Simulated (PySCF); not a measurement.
# Ionisation energy of Cs by level of theory

Cs [Xe] 6s1 (2S) → Cs⁺ [Xe] (1S), as a difference of total energies. Calculation: PySCF 2.14, in ANO-RCC-VTZP (8s7p4d2f1g, 72 functions); the spin-free X2C one-electron Hamiltonian (Gaussian nucleus). Correlated levels: valence and next inner shell: [Kr] 4d10 frozen. The calculations carry no spin-orbit coupling.

| method | ionisation energy (eV) | error (eV) |
| --- | --- | --- |
| UHF | 3.478 | -0.416 |
| LDA | 4.106 | +0.212 |
| PBE | 3.980 | +0.086 |
| PBE0 | 3.895 | +0.001 |
| r2SCAN | 3.773 | -0.121 |
| LC-wPBE | 3.707 | -0.187 |
| MN15 | 3.846 | -0.048 |
| MP2 (valence and next inner shell) | 3.772 | -0.122 |
| SCS-MP2 (valence and next inner shell) | 3.712 | -0.182 |

Reference: 3.894 eV (measured; NIST Atomic Spectra Database, ionization energies).

Errors of the correlated levels include the incompleteness of this basis and the frozen core.
